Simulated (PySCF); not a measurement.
Worked example: chemical shift, span and skew from a shielding tensor

1-ethynyl-1-methylcyclopropane (C6H8), SMILES C#CC1(C)CC1. Atoms are numbered in the order given.

```xyz
14

C      0.1657     2.4235     0.0000
C      0.0334     1.2207     0.0000
C     -0.1487    -0.2242     0.0000
C     -1.5967    -0.6863     0.0000
C      0.8767    -1.0483     0.7499
C      0.8767    -1.0483    -0.7499
H      0.2863     3.4924     0.0000
H     -2.1246    -0.3154     0.8924
H     -1.6476    -1.7862     0.0000
H     -2.1246    -0.3154    -0.8924
H      0.5077    -1.9372     1.2707
H      1.6764    -0.5120     1.2671
H      0.5077    -1.9372    -1.2707
H      1.6764    -0.5120    -1.2671
```

Geometry: ωB97X-D3(BJ)/def2-SVP.

GIAO shieldings from PBE0/pcSseg-1 (PySCF), non-relativistic, no solvent. The symmetric part of the tensor of C3 has the principal values 149.0, 155.0, 222.7 ppm. The same nucleus in TMS has σ = 186.3 ppm at this level (PySCF, at its B3LYP-D3(BJ)/def2-TZVP geometry).

Work out the isotropic shielding, the ¹³C shift against TMS, the span and the skew.


σ(iso) = (σ11 + σ22 + σ33)/3 = 175.6 ppm. δ = σ(ref) − σ(iso) = 186.3 − (175.6) = 10.7 ppm.
Span Ω = σ33 − σ11 = 73.7 ppm. Skew κ = 3(σ(iso) − σ22)/Ω = 0.84. Tumbling in solution averages the tensor to δ; in a static solid the shielding alone would spread this spin-1/2 line over Ω.
